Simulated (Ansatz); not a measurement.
CH₇GeNSi, SMILES `C1[NH][GeH2][SiH2]1`. Charge 0, multiplicity 1.

```xyz
11

C     0.2509    0.3536   -1.1447
N    -0.8608    0.8270   -0.3106
Ge   -0.5954    0.1150    1.3888
Si    0.7662   -1.1507   -0.0846
H    -0.0698    0.1052   -2.1629
H     1.0890    1.0610   -1.2264
H    -1.1845    1.7650   -0.4971
H    -1.9080   -0.3838    2.0236
H     0.0815    1.0707    2.4042
H     2.2247   -1.3151    0.1571
H     0.2063   -2.4479   -0.5475
```

(1) List the harmonic frequencies (cm⁻¹, unscaled) at PBE0-D4/def2-TZVP in Ansatz. (Estimate.)

(2) Is this a minimum?

(3) Give the ideal-gas thermochemistry at 298.15 K and 1 bar (rigid rotor, harmonic oscillator; point group C1, symmetry number 1).

## Answers

(1) Computed: 116, 294, 360, 384, 454, 502, 582, 608, 652, 676, 720, 764, 856, 890, 941, 1053, 1171, 1178, 1335, 1487, 2081, 2128, 2217, 2228, 2991, 3047, 3587.

(2) Yes, all 27 modes are real.

(3) Zero-point energy 199.2 kJ/mol; H(298) − E = 217.8 kJ/mol; entropy 326.9 J/(mol·K), of which translation 169.9, rotation 111.1, vibration 46.0; G(298) − E = 120.3 kJ/mol.
